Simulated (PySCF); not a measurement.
Ligands exchanged one at a time, Ga F-Br. All species are isolated molecules in the gas phase. Strings in code marks are SMILES.

Computed with PBE-D3(BJ)/def2-TZVP // PBE0-D4/def2-TZVP (PySCF). Excitations are Tamm–Dancoff values on a coarser integration grid. The basis has no diffuse functions, so Rydberg states are missing or too high.

```
species                                        S1 excitation (TDA) (eV)  S1–T1 gap (TDA) (eV)  HOMO–LUMO gap (eV)
---------------------------------------------  ------------------------  --------------------  ------------------
0 of 3 F replaced by Br (`[F][Ga]([F])[F]`)                        6.43                  0.33                6.29
1 of 3 F replaced by Br (`[F][Ga]([F])[Br]`)                       5.10                  0.38                4.89
2 of 3 F replaced by Br (`[Br][Ga]([Br])[F]`)                      4.79                  0.35                4.60
3 of 3 F replaced by Br                                            4.47                  0.30                4.31
```
